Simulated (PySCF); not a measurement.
C4H3NOS. Atoms are numbered in the order given.

```xyz
10

O     -0.3026    -2.6106     0.0000
C      0.6074    -1.8215     0.0000
C      0.4244    -0.3621     0.0000
N      1.4026     0.5027     0.0000
C      0.9244     1.7699     0.0000
C     -0.4480     1.8793     0.0000
S     -1.1684     0.3308     0.0000
H      1.6817    -2.1245     0.0000
H      1.6140     2.6159     0.0000
H     -1.0487     2.7880     0.0000
```

Geometry optimised at PBE0-D3(BJ)/def2-SVP. Other conformers were not sampled.

Computed with ωB97X/def2-TZVP run with PySCF.

Isolated molecule, no solvent.

Q: Estimate the frontier levels, gap, dipole moment and polarisability. (An estimate is asked for; the answer gives what the named calculation found.)

A: 
The highest occupied level comes out as -9.87 eV, the lowest empty level is -0.38 eV and the orbital gap is 9.49 eV. The dipole moment is 3.11 D and the quadrupole, principal values (traceless, Buckingham form, about the centre of nuclear charge) comes out as -6.53, -1.03, 7.55 D·Å. The mean static polarisability is 70.6 bohr³ (10.46 Å³) and the polarisability, principal values is 40.5, 77.1, 94.2 bohr³.
